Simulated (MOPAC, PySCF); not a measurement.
H$_{7}$NSi$_{2}$, SMILES `N[SiH2][SiH3]`, neutral singlet in the gas phase. 

Z-matrix (Å, degrees):
```
Si
N 1 1.7246
H 2 1.0074 1 119.61
H 2 1.0078 3 110.62 1 -145.02
H 1 1.4884 2 107.38 3 170.79
H 1 1.4974 5 106.42 2 -124.33
Si 1 2.3408 5 110.71 6 -117.23
H 7 1.4877 1 111.38 5 -52.50
H 7 1.4888 8 108.76 1 -121.79
H 7 1.4908 8 108.15 9 -117.13
```
Charge 0, multiplicity 1.

All levels are single points at this geometry (PBE0-D4/def2-TZVP); Pople sets use spherical d functions. Orbital energies aren't observables, and empty levels follow the basis.

PBE/6-31G* in PySCF gives gap (eV) = 5.12.

**Question.** Estimate the gap (eV) from each of these levels: PBE-D3(BJ)/def2-TZVP in PySCF; PBE0-D4/def2-TZVP in PySCF; B3LYP/3-21G in PySCF; B3LYP/LANL2DZ in PySCF; HF/6-31G* in PySCF; HF/STO-3G in PySCF; PM3 in MOPAC; PM6 in MOPAC.

**Answer.** 
| level | gap (eV) |
|---|---|
| PBE-D3(BJ)/def2-TZVP in PySCF | 5.03 |
| PBE0-D4/def2-TZVP in PySCF | 7.21 |
| B3LYP/3-21G in PySCF | 6.94 |
| B3LYP/LANL2DZ in PySCF | 7.03 |
| HF/6-31G* in PySCF | 13.76 |
| HF/STO-3G in PySCF | 18.90 |
| PM3 in MOPAC | 7.49 |
| PM6 in MOPAC | 8.25 |
